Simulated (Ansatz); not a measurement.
```json
{"atom": "C", "x (Å)": "0.0003", "y (Å)": "-0.0363", "z (Å)": "-0.6415"}
{"atom": "O", "x (Å)": "0.0069", "y (Å)": "-0.0586", "z (Å)": "0.7461"}
{"atom": "H", "x (Å)": "-0.0024", "y (Å)": "-1.0748", "z (Å)": "-1.0185"}
{"atom": "H", "x (Å)": "-0.9048", "y (Å)": "0.4657", "z (Å)": "-1.0765"}
{"atom": "H", "x (Å)": "0.8935", "y (Å)": "0.4751", "z (Å)": "-1.0717"}
{"atom": "H", "x (Å)": "0.0059", "y (Å)": "0.8405", "z (Å)": "1.0793"}
```

Basis set: cc-pVDZ (spherical functions). Frozen core: 2 orbitals. Charge 0, multiplicity 1.

Computed with Ansatz (development build ahead of 0.2.0); each method stands on the lowest determinant of its kind that the runs found. Restricted open shells among the atoms or ions are ROHF, correlated in semicanonical orbitals with singles.

The atomization energy at this shape (free ground-state atoms in the same class of orbitals less the molecule, no zero-point energy) of singlet CH₄O:

```csv
method,atomization energy
RHF-MP2,475.54 kcal/mol
```

What does RHF give?

364.85 kcal/mol.
